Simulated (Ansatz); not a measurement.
Relaxation of ClF$_{5}$H$_{2}$MoS (10 atoms, charge 0, multiplicity 1), to a largest force component of 0.03 eV/Å in at most 50 steps.

The calculation used Ansatz 0.2.0, RHF/def2-SVP.

```xyz
10
Properties=species:S:1:pos:R:3
Mo -0.278 0.179 -0.170
Cl 0.271 0.505 3.283
F 2.832 1.102 -0.625
F -0.639 1.842 0.518
F -2.112 0.028 -0.570
F 0.123 -1.491 0.503
F 0.453 -0.189 -1.825
S 1.902 0.817 0.637
H 2.402 -0.385 0.943
H 0.567 1.659 2.720
```

Task: Where does it end, and by what steps?

Result: It converged. After 14 steps the energy has fallen by 0.538 eV; H10 moved furthest, 0.79 Å.

| step | energy less start (eV) | largest force component (eV/Å) | accepted |
| --- | --- | --- | --- |
| 0 | 0.0000 | 2.136 | yes |
| 1 | -0.3561 | 0.821 | yes |
| 2 | -0.4465 | 1.380 | yes |
| 3 | -0.4786 | 0.516 | yes |
| 4 | -0.4905 | 1.000 | yes |
| 5 | -0.5210 | 0.395 | yes |
| 6 | -0.5202 | 0.288 | no |
| 7 | -0.5340 | 0.098 | yes |
| 8 | -0.5281 | 0.552 | no |
| 9 | -0.5354 | 0.037 | yes |
| 10 | -0.5367 | 0.082 | yes |
| 11 | -0.5368 | 0.166 | yes |
| 12 | -0.5375 | 0.087 | yes |
| 13 | -0.5378 | 0.033 | yes |
| 14 | -0.5383 | 0.030 | yes |

```xyz
10
Properties=species:S:1:pos:R:3
Mo -0.372 0.198 -0.263
Cl 0.546 0.681 3.422
F 3.072 0.815 -0.844
F -0.684 1.767 0.627
F -2.211 0.038 -0.561
F 0.106 -1.462 0.402
F 0.363 -0.124 -1.918
S 2.247 0.834 0.521
H 2.576 -0.397 0.925
H -0.123 1.719 3.103
```

Whether the end is a true minimum wasn't checked by a vibrational analysis.

Run time: 41 s on 4 threads of Arm Neoverse V2, with other jobs on the host, peak memory 0.48 GiB.
